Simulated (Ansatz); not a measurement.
This geometry of C$_{2}$H$_{6}$BN (10 atoms, charge 0, multiplicity 1) is a first-order saddle point.

These are results of RKS r2SCAN/6-31G in Ansatz, not measurements.

```xyz
10
Properties=species:S:1:pos:R:3
C -0.277 1.665 -0.598
C -0.542 0.651 0.247
B -0.283 -0.867 -0.038
N 0.856 -1.509 0.468
H 0.150 1.492 -1.586
H -0.479 2.705 -0.347
H -0.984 0.910 1.218
H -1.050 -1.534 -0.682
H 1.046 -2.489 0.310
H 1.562 -1.025 1.007
```

(1) Which two structures does it join? (They come from a converged band through this point; their orientation in space is the band's.)

(2) How far does it lie above each of them?

Results:

(1) No bond is made or broken. The dihedral H7–C2–B3–N4 goes from 0 to -152°.

Initial state:

```xyz
10
Properties=species:S:1:pos:R:3
C -0.591 1.672 -0.658
C -0.087 0.750 0.189
B 0.084 -0.742 -0.202
N 0.609 -1.676 0.707
H -0.900 1.395 -1.666
H -0.716 2.721 -0.392
H 0.206 1.090 1.190
H -0.231 -1.130 -1.296
H 0.731 -2.652 0.481
H 0.896 -1.428 1.646
```

Final state:

```xyz
10
Properties=species:S:1:pos:R:3
C 0.011 1.563 -0.398
C -0.788 0.622 0.149
B -0.466 -0.904 0.158
N 0.861 -1.360 0.215
H 0.957 1.302 -0.874
H -0.251 2.621 -0.421
H -1.743 0.956 0.566
H -1.338 -1.729 0.110
H 1.107 -2.339 0.186
H 1.650 -0.732 0.308
```

(2) 21.5 kJ/mol above the first and 13.5 kJ/mol above the second. This is the barrier of this one path; another mechanism may lie lower. Limits of this set-up: no polarisation functions.

Run time: 16 min on 1 CPU thread of a shared host.
